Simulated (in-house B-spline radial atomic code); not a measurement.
A radial electron density 4πr²n(r) was computed for an atom or ion in its tabulated ground configuration with an all-electron radial atomic-structure program (B-spline basis); method: non-relativistic HSE06, spin-polarised, spherical fractional occupations, exact exchange averaged over the configuration. Columns: r (bohr), 4πr²n(r) (electrons per bohr), bar.

```
 0.00646   0.1087 #
 0.00727   0.1357 #
 0.00819   0.1693 ##
 0.00922   0.2106 ##
  0.0104   0.2624 ##
  0.0117   0.3243 ###
  0.0132   0.4018 ####
  0.0148   0.4907 ####
  0.0167   0.6037 #####
  0.0188   0.7366 #######
  0.0211   0.8901 ########
  0.0238    1.079 ##########
  0.0268    1.295 ############
  0.0302    1.547 ##############
   0.034    1.831 #################
  0.0382    2.142 ###################
  0.0431    2.496 #######################
  0.0485    2.867 ##########################
  0.0546    3.254 #############################
  0.0615    3.645 #################################
  0.0692    4.015 ####################################
  0.0779    4.349 #######################################
  0.0877    4.618 ##########################################
  0.0988    4.797 ###########################################
   0.111    4.859 ############################################
   0.125    4.788 ###########################################
   0.141    4.567 #########################################
   0.159      4.2 ######################################
   0.179    3.715 ##################################
   0.201    3.155 #############################
   0.226    2.546 #######################
   0.255    1.926 #################
   0.287    1.375 ############
   0.323   0.9144 ########
   0.364    0.558 #####
    0.41   0.3114 ###
   0.461   0.1584 #
   0.519  0.07133 #
   0.585  0.02793
```

Question: Which atom or ion is it?
A. F8+
B. F7+
C. Ne8+
D. Mg9+

Answer: A. The area under the curve, ∫4πr²n dr = ∫r·4πr²n d(ln r) on this logarithmic grid, is 1 electrons, which only this option has. The configuration is 1s1.
